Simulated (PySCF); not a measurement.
ECD: SMILES C=C(C)/C(C)=C\C=O, C$_{7}$H$_{10}$O

Molfile (atoms numbered from 1):
```
C7H10O
     RDKit          3D

 18 17  0  0  0  0  0  0  0  0999 V2000
   -1.1841    0.5364   -1.1077 C   0  0  0  0  0  0  0  0  0  0  0  0
   -0.7046   -0.0411    0.0043 C   0  0  0  0  0  0  0  0  0  0  0  0
   -1.5787   -0.8468    0.9238 C   0  0  0  0  0  0  0  0  0  0  0  0
    0.7094    0.1483    0.4073 C   0  0  0  0  0  0  0  0  0  0  0  0
    0.9502    0.5958    1.8183 C   0  0  0  0  0  0  0  0  0  0  0  0
    1.7484   -0.0674   -0.4328 C   0  0  0  0  0  0  0  0  0  0  0  0
    1.6672   -0.6604   -1.7723 C   0  0  0  0  0  0  0  0  0  0  0  0
    2.6186   -0.7437   -2.5155 O   0  0  0  0  0  0  0  0  0  0  0  0
   -0.5538    1.1650   -1.7412 H   0  0  0  0  0  0  0  0  0  0  0  0
   -2.2313    0.4142   -1.3991 H   0  0  0  0  0  0  0  0  0  0  0  0
   -1.1318   -1.8321    1.1337 H   0  0  0  0  0  0  0  0  0  0  0  0
   -2.5735   -1.0028    0.4850 H   0  0  0  0  0  0  0  0  0  0  0  0
   -1.7127   -0.3410    1.8939 H   0  0  0  0  0  0  0  0  0  0  0  0
    0.6754   -0.1994    2.5312 H   0  0  0  0  0  0  0  0  0  0  0  0
    2.0066    0.8466    1.9826 H   0  0  0  0  0  0  0  0  0  0  0  0
    0.3320    1.4738    2.0659 H   0  0  0  0  0  0  0  0  0  0  0  0
    2.7689    0.1502   -0.0992 H   0  0  0  0  0  0  0  0  0  0  0  0
    0.6709   -1.0714   -2.0651 H   0  0  0  0  0  0  0  0  0  0  0  0
  1  2  2  0
  2  3  1  0
  2  4  1  0
  4  5  1  0
  4  6  2  0
  6  7  1  0
  7  8  2  0
  1  9  1  0
  1 10  1  0
  3 11  1  0
  3 12  1  0
  3 13  1  0
  5 14  1  0
  5 15  1  0
  5 16  1  0
  6 17  1  0
  7 18  1  0
M  END
```

Computed, not measured: TDDFT CAM-B3LYP/aug-cc-pVDZ circular dichroism and optical rotation, one conformer, gas phase (PySCF). Geometry: PBE0-D3(BJ)/def2-SVP.

No stereocentre is labelled: unless the shape is locked (an allene, a helicene, a hindered biaryl), the mirror image is equally populated and a measured rotation or CD is zero.

Task: List the lowest 12 singlet excitations with oscillator and rotatory strengths.

Result: Rotatory strengths R in 10⁻⁴⁰ esu² cm², velocity form and length form (origin at the centre of mass); f in length form.
```tsv
state	E (eV)	λ (nm)	f	R (velocity)	R (length)	main
1	3.72	333	0.003	-27.8	-28.1	HOMO→LUMO 0.58, HOMO−1→LUMO 0.26
2	5.20	238	0.246	+96.1	+97.4	HOMO−1→LUMO 0.52, HOMO→LUMO 0.37
3	6.05	205	0.076	-38.6	-39.4	HOMO−2→LUMO 0.66, HOMO→LUMO+3 0.11
4	6.16	201	0.112	-28.2	-28.5	HOMO→LUMO+3 0.31, HOMO→LUMO+5 0.17
5	6.34	196	0.016	-42.2	-42.5	HOMO→LUMO+1 0.49, HOMO→LUMO+4 0.12
6	6.60	188	0.224	+124.6	+125.8	HOMO−1→LUMO+3 0.30, HOMO−2→LUMO 0.17
7	6.75	184	0.007	-7.2	-7.3	HOMO−1→LUMO+1 0.33, HOMO−1→LUMO+4 0.11
8	6.82	182	0.027	+3.9	+4.5	HOMO→LUMO+2 0.61
9	7.02	177	0.006	-2.2	-2.2	HOMO→LUMO+4 0.43, HOMO→LUMO+3 0.11
10	7.04	176	0.026	-11.4	-11.9	HOMO−3→LUMO 0.23, HOMO−1→LUMO+1 0.11
11	7.09	175	0.007	+17.6	+17.5	HOMO−3→LUMO 0.66
12	7.23	172	0.024	+25.2	+25.7	HOMO−1→LUMO+2 0.35, HOMO→LUMO+5 0.19
```

Among the states computed, the strongest CD band (largest |R|) is state 6. The largest dissymmetry factor in size, g = 4R/(D+G), with D and G the electric and magnetic dipole strengths, is -0.049 for state 1 (velocity form, f = 0.003), among bands with |R| over 0.5. The mirror image has the same energies and oscillator strengths and all R with the opposite sign.
